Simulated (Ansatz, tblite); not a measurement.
Forces on SiHMe2Br (C₂H₇BrSi) at its r2SCAN-D4/def2-SVP geometry. Charge 0, multiplicity 1.

The xTB rows come from tblite.

GFN1-xTB (tblite), largest force 1.42 eV/Å:

```xyz
11
positions Å, forces eV/Å
Si   -0.449    0.501    0.087   -0.947    1.045    0.177
H    -1.849    0.747   -0.369    0.592   -0.150    0.167
C     0.712    0.391   -1.374    0.087   -0.146   -0.335
H     0.675    1.308   -1.982    0.166   -0.259   -0.037
H     0.435   -0.460   -2.019    0.293    0.253   -0.037
H     1.751    0.245   -1.038   -0.114    0.019   -0.283
C    -0.366   -1.016    1.175   -0.078   -0.364    0.056
H    -1.035   -0.921    2.044    0.189   -0.231   -0.083
H     0.658   -1.175    1.548   -0.253   -0.165    0.045
H    -0.668   -1.911    0.605    0.118    0.030    0.370
Br    0.137    2.290    1.323   -0.053   -0.032   -0.040
```

GFN2-xTB (tblite), largest force 1.00 eV/Å:

```
Si -0.849 0.520 -0.071
H 0.461 0.035 0.214
C 0.464 -0.072 -0.580
H 0.085 -0.417 0.201
H 0.211 0.440 0.261
H -0.373 0.062 -0.251
C 0.045 -0.621 0.411
H 0.313 -0.121 -0.331
H -0.444 -0.035 -0.081
H 0.166 0.388 0.359
Br -0.079 -0.179 -0.132
```

PBE0-D4/def2-TZVP (Ansatz), largest force 0.31 eV/Å:

```
Si 0.067 -0.032 0.011
H 0.125 -0.001 0.052
C 0.116 0.011 -0.138
H -0.003 -0.247 0.179
H 0.061 0.223 0.186
H -0.291 0.039 -0.077
C 0.006 -0.133 0.121
H 0.179 -0.010 -0.247
H -0.277 0.056 -0.112
H 0.080 0.251 0.137
Br -0.062 -0.157 -0.113
```
